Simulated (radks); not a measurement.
Values are calculated unless marked as measured or tabulated.
Neutral magnesium, [Ne] 3s2. Level of theory: non-relativistic Kohn-Sham, exchange-only B88, spin-polarised, spherical densities, point nucleus (a radial shooting solver on a logarithmic mesh with Libxc functionals). Every spin shell is full or empty, so the densities are truly spherical. Functionals are evaluated on that one density, not self-consistently. Rank these exchange functionals by their error against the exact value of the orbitals, and give that value: LDA, B88, PBEsol, RPBE, PW91, PW86, OPTX, WC, AM05, SOGGA, G96, TPSS, revTPSS, r2SCAN, MVS.

Answer. Exact: -15.9426 hartree. From best to worst, with 100 (|E| - |E exact|)/|E exact| (equal figures are ties): PW91 +0.06, OPTX +0.09, MVS -0.10, revTPSS -0.15, r2SCAN +0.16, B88 +0.18, G96 +0.20, RPBE +0.33, TPSS +0.47, PW86 +0.85, WC -1.58, PBEsol -3.57, SOGGA -3.61, AM05 -7.32, LDA -8.51.
